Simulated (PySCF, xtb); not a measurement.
Sb(Cl)5 anion (Cl5Sb), SMILES [Cl][Sb]([Cl])([Cl])([Cl])[Cl] (connectivity only; charge and spin as stated), charge -1, multiplicity 2.

Harmonic wavenumbers (cm⁻¹) from GFN2-xTB (xtb 6.7.1) at its own minimum, in rising order: 51, 71, 72, 95, 99, 113, 113, 192, 192, 231, 236, 297.

What does B3LYP-D3(BJ)/def2-SVPD (PySCF) give at its own minimum? (An estimate is asked for; the answer gives what the named calculation found.)

32, 89, 98, 98, 121, 121, 129, 237, 255, 255, 261, 324. Paired by order, the mean absolute difference is 25 cm⁻¹ and the zero-point energies are 2.5 and 2.9 kcal/mol.
